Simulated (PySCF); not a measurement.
Al(F)(NHMe)(OH) (CH₅AlFNO), SMILES C[NH][Al]([OH])[F]. Heavy atoms are numbered as in [Al:1]([F:2])([NH:3][CH3:4])[OH:9]. Hydrogens are named by the atom that carries them.

Geometry optimised at r2SCAN-D4/def2-SVP. The structure was generated by enumeration; whether it is a known compound was not checked. One conformer was computed; it need not be the lowest.

All values below come from PySCF with PBE/pcSseg-1.

GIAO shieldings, no solvent; atoms alike by connectivity are averaged. δ = σ(ref) − σ: ¹⁹F against CFCl3 (σ = 133.6 ppm); ¹⁵N against NH3 (σ = 267.0 ppm); ¹³C against TMS (σ = 182.0 ppm); ¹H against TMS (σ = 31.49 ppm); ¹⁷O against H2O (σ = 334.3 ppm), references at their B3LYP-D3(BJ)/def2-TZVP geometries, non-relativistic.

```csv
atoms,nucleus,count,δ (ppm)
F2,¹⁹F,1,-220.8
N3 (NH),¹⁵N,1,[?]
C4 (CH3),¹³C,1,[?]
H on C4,¹H,3,3.19
H on O9,¹H,1,1.35
H on N3,¹H,1,[?]
O9 (OH),¹⁷O,1,7.2
```

Fill in the missing entries. (An estimate is asked for; the answer gives what the named calculation found.)


- H on N3, δ (ppm): 0.27
- N3 (NH), δ (ppm): 21.1
- C4 (CH3), δ (ppm): 36.0
